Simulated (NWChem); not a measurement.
Species: Si2H6O2; SMILES O[SiH](O)[SiH3]

```xyz
10

Si     0.0225    -0.5837    -0.3536
O      1.4947    -1.0349     0.3278
O     -1.2971    -1.3950     0.3096
Si    -0.1144     1.7251     0.0630
H     -0.0495    -0.9573    -1.8069
H      1.7677    -1.9521     0.1438
H     -1.4837    -1.1638     1.2370
H     -0.1975     1.9605     1.5501
H      1.0736     2.4751    -0.4763
H     -1.3639     2.2875    -0.5624
```
Atoms are numbered in this order, from 1.

Level: PBE-D3(BJ)/def2-SVP (NWChem), optimised geometry, unscaled harmonic frequencies. 

| frequency (cm⁻¹) | IR intensity (km/mol) |
|---|---|
| 92 | 0.1 |
| 130 | 2.7 |
| 179 | 2.8 |
| 249 | 21.7 |
| 309 | 100.1 |
| 349 | 148.3 |
| 416 | 16.7 |
| 494 | 12.2 |
| 499 | 33.2 |
| 719 | 138.7 |
| 756 | 160.3 |
| 805 | 44.2 |
| 824 | 249.5 |
| 871 | 10.8 |
| 883 | 116.5 |
| 899 | 86.8 |
| 904 | 30.1 |
| 923 | 84.6 |
| 2145 | 62.3 |
| 2158 | 39.7 |
| 2168 | 106.1 |
| 2171 | 147.5 |
| 3738 | 64.3 |
| 3752 | 64.5 |

| Quantity | Result |
|---|---|
| zero-point energy | 37.8 kcal/mol |
| thermal correction to the enthalpy at 298.15 K (with zero-point energy) | 43.1 kcal/mol |
| heat capacity Cv | 26.0 cal/(mol K) |
| entropy at 298.15 K and 1 atm (symmetry number 1) | 83.1 cal/(mol K) |
| dipole moment | 1.19 D |

Rigid rotor and harmonic oscillator; modes under 100 cm⁻¹ make the entropy uncertain.
